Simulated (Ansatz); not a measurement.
Frontier orbitals of `O[SiH2][CH2][GaH2]`.

```xyz
11

O    -1.325   -0.450   -0.233
Si    0.202   -1.165   -0.440
C     1.186    0.200    0.286
Ga   -0.392    1.445    0.521
H    -2.127   -0.750   -0.663
H     0.203   -2.469    0.274
H     0.398   -1.418   -1.893
H     1.658   -0.055    1.235
H     1.932    0.606   -0.398
H    -0.708    2.459   -0.638
H    -1.029    1.597    1.948
```

The species carries charge 0 and has multiplicity 1. Correlated methods include outer-core shells of Ga, which these sets cover unevenly. Scalar relativity is left out up to krypton. The geometry is a stationary point of PBE0-D4/def2-TZVP. It is one conformer, not always the lowest. Basis def2-TZVPP, Ansatz.

```json
{"functional": "LDA (SPW92)", "HOMO (eV)": "-6.45", "LUMO (eV)": "-1.74", "gap (eV)": "4.71"}
{"functional": "PBE", "HOMO (eV)": "-6.32", "LUMO (eV)": "-1.50", "gap (eV)": "4.82"}
{"functional": "revPBE", "HOMO (eV)": "-6.27", "LUMO (eV)": "-1.39", "gap (eV)": "4.88"}
{"functional": "r2SCAN", "HOMO (eV)": "-6.56", "LUMO (eV)": "-1.11", "gap (eV)": "5.45"}
{"functional": "PBE0", "HOMO (eV)": "-7.46", "LUMO (eV)": "-0.67", "gap (eV)": "6.79"}
{"functional": "B3LYP", "HOMO (eV)": "-7.23", "LUMO (eV)": "-0.92", "gap (eV)": "6.31"}
{"functional": "r2SCANh", "HOMO (eV)": "-6.98", "LUMO (eV)": "-0.83", "gap (eV)": "6.15"}
{"functional": "r2SCAN0", "HOMO (eV)": "-7.63", "LUMO (eV)": "-0.44", "gap (eV)": "7.19"}
{"functional": "HSE06 (plane-wave form)", "HOMO (eV)": "-7.07", "LUMO (eV)": "-1.04", "gap (eV)": "6.03"}
{"functional": "ωB97M-V", "HOMO (eV)": "-9.62", "LUMO (eV)": "0.92", "gap (eV)": "10.54"}
```

Q: What is the vertical ionisation energy at frozen-core CCSD(T)/def2-TZVPP? (Estimate.)

A: Ansatz gave: 9.59 eV (T1 of the cation 0.018).

A quarter of exact exchange (PBE0) shifts PBE's HOMO by −1.14 eV and its LUMO by +0.83 eV; full exchange at long range (ωB97M-V) shifts them by −3.30 and +2.42 eV. The gap opens from 4.82 to 10.54 eV, since occupied levels lose self-interaction and empty ones feel all the electrons. A positive LUMO is unbound and depends on the basis. −ε(HOMO) differs from that ionisation energy by −3.27 eV with PBE and +0.03 eV with ωB97M-V.

B3LYP here is the variant with VWN-RPA as its local correlation; programs differ in this.
